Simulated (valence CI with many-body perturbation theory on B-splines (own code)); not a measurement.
Values are calculated unless marked as measured or tabulated.
## Hg LXXV: what the settings do

Method: configuration interaction combined with many-body perturbation theory (CI+MBPT): four valence electrons over a frozen Dirac-Fock core [He], a basis of 6 s, 6 p, 5 d, 3 f, 1 g functions for each j, with the one-electron correlation potential Σ1 (screened to all orders), the two-electron term Σ2, the three-electron term Σ3, Breit, model QED; selected single and double excitations, second order for the rest, scaled by the run's own slope (own B-spline code, finite nucleus).

No measured spectrum was set against this ion. As an estimate, large intervals hold to a few tenths of a per cent, small ones and those within an open d or f shell to about a per cent.

The reference run has the lowest level (2s^2 2p1/2^2) J=0 and an ionisation energy of 22123.8 eV. Its largest variational space holds 7454 state functions.

Levels are named by their leading jj configuration (3d3/2^4 stands for four electrons in 3d with j = 3/2), which in mixed levels can hold well under half, so a name can repeat and another be missing. Letters in brackets count levels of one name in rising energy.

Reference levels: (2s^2 2p1/2 2p3/2) J=1 16398, (2s^2 2p1/2 2p3/2) J=2 16545, (2s 2p1/2^2 2p3/2) J=2 19179, (2s 2p1/2^2 2p3/2) J=1 19968, (2s^2 2p3/2^2) J=2 33186, (2s^2 2p3/2^2) J=0 33756, (2s 2p1/2 2p3/2^2) J=2 [a] 35325, (2s 2p1/2 2p3/2^2) J=3 35696, (2s 2p1/2 2p3/2^2) J=0 36285, (2s 2p1/2 2p3/2^2) J=1 [a] 36488, (2s 2p1/2 2p3/2^2) J=2 [b] 36554, (2s 2p1/2 2p3/2^2) J=1 [b] 36596 × 10³ cm⁻¹.

Task: Rank these changes by the mean size of the shift of these levels, smallest first.
A. three-electron term on → off
B. Breit term on → off; QED terms on → off
C. correlating orbitals by l 3 3 3 2 1 → 2 2 1 1 0; natural orbitals for correlation on → off

Result: A (1000 cm⁻¹), C (3800 cm⁻¹), B (390000 cm⁻¹).
